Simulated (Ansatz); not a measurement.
```xyz
4

Al    0.244   -0.055   -0.005
I    -2.167    0.490    0.042
H     0.920   -0.279   -1.412
H     1.002   -0.155    1.374
```

The species carries charge 0 and has multiplicity 1. I: def2 effective core potential.

(1) List the B3LYP/def2-TZVPP orbital energies in eV (the Gaussian-basis code of Ansatz). (An estimate is asked.)

Results:

(1) Ansatz gave: Occupied: -1525.41, -186.14, -132.25, -132.15, -132.10, -113.34, -74.08, -73.93, -73.84, -51.95, -51.91, -51.88, -51.78, -51.78, -18.94, -11.71, -9.02, -8.78, -7.78, -7.43. Lowest empty: -2.07, -0.55, 0.68, 1.69, 2.08, 3.14, 3.34, 3.38.

B3LYP here is the variant with VWN-RPA as its local correlation; programs differ in this.
